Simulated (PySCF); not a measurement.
B3LYP has the VWN-RPA correlation part, as in Gaussian. Excitations are Tamm–Dancoff values on a coarser integration grid. The basis has no diffuse functions, so Rydberg states are missing or too high.

Z-matrix (Å, degrees):
```
Si
H 1 1.4841
Cl 1 2.0912 2 106.81
Si 1 2.3425 2 109.82 3 -116.09
H 4 1.4847 1 108.72 2 -174.55
H 4 1.4866 5 108.31 1 -117.60
Si 1 2.3431 2 110.54 3 117.45
H 7 1.4815 1 109.20 2 -178.98
H 7 1.4819 8 109.46 1 -121.44
H 7 1.4840 8 109.07 9 -119.55
Si 4 2.3439 5 110.68 6 -121.57
H 11 1.4810 4 109.76 5 -56.74
H 11 1.4830 12 109.11 4 119.66
H 11 1.4835 12 109.10 13 118.80
```
Charge 0, spin multiplicity 1.

Task: Estimate the S1 oscillator strength, LUMO and brightest of the four lowest singlets (TDA) that B3LYP-D3(BJ)/def2-TZVP run with PySCF 2.14.0 returns for this input.

Result: 
```
Item                                           Result
-------------------------------------------  --------
S1 oscillator strength                          0.039
LUMO                                         -1.12 eV
brightest of the four lowest singlets (TDA)   6.12 eV
```
